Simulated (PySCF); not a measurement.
**Bond curve of ZnC⁺**

Set-up: Zn def2-SVP, C def2-SVP; no relativity (PySCF 2.14). Energies in eV from Zn⁺ + C in their ground configurations at the same level. State: ²Π (doublet), unpaired electrons π ↑.

```json
{"R (Å)": "1.821", "r²SCAN": "-1.258", "TPSSh": "-1.268"}
{"R (Å)": "1.906", "r²SCAN": "-1.475", "TPSSh": "-1.505"}
{"R (Å)": "1.991", "r²SCAN": "-1.586", "TPSSh": "-1.629"}
{"R (Å)": "2.054", "r²SCAN": "-1.619", "TPSSh": "-1.669"}
{"R (Å)": "2.118", "r²SCAN": "-1.621", "TPSSh": "-1.675"}
{"R (Å)": "2.182", "r²SCAN": "-1.601", "TPSSh": "-1.655"}
{"R (Å)": "2.266", "r²SCAN": "-1.549", "TPSSh": "-1.599"}
{"R (Å)": "2.372", "r²SCAN": "-1.459", "TPSSh": "-1.501"}
{"R (Å)": "2.499", "r²SCAN": "-1.336", "TPSSh": "-1.368"}
{"R (Å)": "2.669", "r²SCAN": "-1.168", "TPSSh": "-1.189"}
```

Question: Put a parabola through the three lowest points of the r²SCAN curve and estimate Re, k and ωe (reduced mass 10.1 u; 1 eV/Å² = 0.16022 mdyn/Å; ωe = 1302.8·√(k/μ) cm⁻¹).

Answer: Through R = 2.054, 2.118, 2.182 Å the second-order coefficient is 2.69 eV/Å², so Re ≈ 2.092 Å, k ≈ 0.861 mdyn/Å and ωe ≈ 380 cm⁻¹. A polynomial fit of higher order to the unrounded r²SCAN energies gives Re = 2.091 Å, k = 1.03 mdyn/Å, ωe = 416 cm⁻¹; anharmonicity and rounding make the difference.

The higher-order fit for each curve: r²SCAN: Re = 2.091 Å, ωe = 416 cm⁻¹, De = 1.62 eV; TPSSh: Re = 2.098 Å, ωe = 434 cm⁻¹, De = 1.68 eV.

⟨S²⟩ of the unrestricted solution departs from its pure value on part of the curve, where spin states mix. For an ion De counts to the pair picked by the measured ionisation energies or electron affinities, which need not be the lowest pair at this level. The state was picked by a PBE0 search and need not be the measured ground state.
